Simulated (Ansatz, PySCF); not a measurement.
Here is a job for PySCF.
```python
from pyscf import gto, scf, cc

mol = gto.M(
    atom='''
O     0.036114   -0.775937    0.000887
C     0.026061    0.600664   -0.000468
C     1.381985   -1.384159    0.006902
C    -1.406966    1.147588   -0.006777
H     0.560203    1.006965    0.891887
H     0.567395    1.005265   -0.889256
H     1.929303   -0.905866   -0.880265
H     1.922124   -0.904169    0.897544
H    -1.931208    0.789925   -0.890913
H    -1.938334    0.791610    0.873778
H    -1.404874    2.239205   -0.007811
''',
    basis='sto-3g',
    charge=-1,
    spin=0,
    verbose=4,
)

mf = scf.RHF(mol)
mf.kernel()

mycc = cc.CCSD(mf, frozen=4)
mycc.kernel()
et = mycc.ccsd_t()
print('E(CCSD(T)) = %.10f' % (mycc.e_tot + et))
```

Question: Write the same job for Ansatz (an electronic-structure program).

Answer: This is not unique; one that fits is 
Ansatz 0.2 input:
```yaml
crystal:
  periodic: [false, false, false]
  atoms:
    - {symbol: O, position_ang: [0.03611404, -0.77593725, 0.00088671]}
    - {symbol: C, position_ang: [0.02606095, 0.60066436, -0.00046830]}
    - {symbol: C, position_ang: [1.38198523, -1.38415851, 0.00690185]}
    - {symbol: C, position_ang: [-1.40696629, 1.14758787, -0.00677684]}
    - {symbol: H, position_ang: [0.56020300, 1.00696541, 0.89188748]}
    - {symbol: H, position_ang: [0.56739495, 1.00526473, -0.88925576]}
    - {symbol: H, position_ang: [1.92930273, -0.90586634, -0.88026457]}
    - {symbol: H, position_ang: [1.92212424, -0.90416885, 0.89754425]}
    - {symbol: H, position_ang: [-1.93120833, 0.78992516, -0.89091279]}
    - {symbol: H, position_ang: [-1.93833386, 0.79161013, 0.87377814]}
    - {symbol: H, position_ang: [-1.40487439, 2.23920543, -0.00781069]}
basis:
  gaussian:
    orbitals: STO-3G
total_charge: -1
magnetization: {spin_polarized: false}
correlation: {method: ccsd_t, electrons: outside_noble_gas}
accuracy: high
```

Both were run: PySCF gave -190.099708 Eh and Ansatz -190.099708 Eh, 0.000 mEh apart.
